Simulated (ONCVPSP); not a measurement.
# What the settings do to the ONCV potential of Hf (Z = 72)

Base potential:

Hf (Z = 72), optimised norm-conserving Vanderbilt (ONCV), made with ONCVPSP 4.0.1 (PBE, fully relativistic). Core [Kr] 4d10 4f14, reference 5s2 5p6 5d2 6s1.5 (charge +0.5). Waves: 5s+6s: rc 1.45 bohr, ncon 4, nbas 9, qcut 6.4 1/bohr, 2 projectors; 5p: rc 1.90 bohr, ncon 4, nbas 7, qcut 6.3 1/bohr, 2 projectors, debl 2.2 Ha; 5d: rc 3.15 bohr, ncon 4, nbas 9, qcut 5.8 1/bohr, 2 projectors, debl 1.4 Ha. Local part: polynomial inside 1.00 bohr (lpopt 4, dvloc0 0 Ha). Core correction: polynomial model core, fcfact 0.7.

Open shells are filled in proportion to 2j + 1.

Cutoffs, loose and tight: the cutoffs (Ha) at which the residual kinetic energy of the hardest occupied pseudo-wave falls to 1 and 0.1 mHa per electron. They do not see the model core or the augmentation charge, which bear on the density cutoff. Test errors are all-electron minus pseudo excitation energies from the reference, over the configurations 5s2 5p6 5d2 6s2; 5s2 5p6 5d2 6s1; 5s2 5p6 5d2 6s0; 5s2 5p6 5d2 6s0 6p2. A dash means not determined; rows that change the core or the reference have their own tests.

```csv
change,outcome,"cutoff, loose","cutoff, tight",bound ghosts,GHOST(+) flags above zero,largest test error (meV)
base,generated,20 Ha,92 Ha,none,s,-8.4
p: nbas 8,generated,20 Ha,92 Ha,none,s,-8.3
p: qcut 8.6,generated,20 Ha,92 Ha,none,s,-8.5
d: nproj 1,generated,20 Ha,92 Ha,none,s,-9.5
"core correction polynomial model core, fcfact 0.22",generated,20 Ha,92 Ha,none,s,-8.0
"d: ncon 3, nbas 8",generated,20 Ha,92 Ha,none,s,-8.8
```

(1) What comes out with this change to the base: s: qcut 6.9; p: qcut 6.8; d: qcut 6.3?

(2) What comes out with this change to the base: d: rc 4.56?

Answers

(1) outcome: generated; cutoff, loose: 21 Ha; cutoff, tight: 36 Ha; bound ghosts: none; GHOST(+) flags above zero: s; largest test error (meV): -6.9.

(2) outcome: generated; cutoff, loose: 20 Ha; cutoff, tight: 92 Ha; bound ghosts: none; GHOST(+) flags above zero: s, d5/2, d3/2; largest test error (meV): +32.
